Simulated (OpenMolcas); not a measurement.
# Worked example: vertical energy of the triplet above the singlet of RuO4 (ruthenium tetroxide)

RuO4 has 5 atoms, charge 0, and is taken as a singlet. As SMILES, `[O]=[Ru](=[O])(=[O])=[O]`. Geometry: relaxed at PBE0-D4/def2-TZVP.

Both states at this one shape; open shells run unrestricted unless said. 1 Eh = 27.2114 eV.

```tsv
level	program	singlet RuO4 (Eh)	triplet RuO4 (Eh)
SVWN5/def2-SVP (core potential)	OpenMolcas	-393.311253	-393.193130
r2SCAN/def2-SVP (core potential)	OpenMolcas	-395.423691	-395.317969
M06-2X/def2-SVP (core potential)	OpenMolcas	-395.132034	-395.052291
PBE0/def2-SVP (core potential)	OpenMolcas	-395.123841	-395.032145
```

Task: Work out the vertical gap, second state less first, at each level.

Result: 
1. SVWN5/def2-SVP (core potential): -393.193130 − (-393.311253) = 0.118123 Eh = 3.21 eV.
2. r2SCAN/def2-SVP (core potential): -395.317969 − (-395.423691) = 0.105722 Eh = 2.88 eV.
3. M06-2X/def2-SVP (core potential): -395.052291 − (-395.132034) = 0.079743 Eh = 2.17 eV.
4. PBE0/def2-SVP (core potential): -395.032145 − (-395.123841) = 0.091696 Eh = 2.50 eV.

No measured value is set beside it here; the levels span 2.17 to 3.21 eV. Spin-orbit coupling, which splits open shells on such heavy atoms by tenths of an eV, is left out.
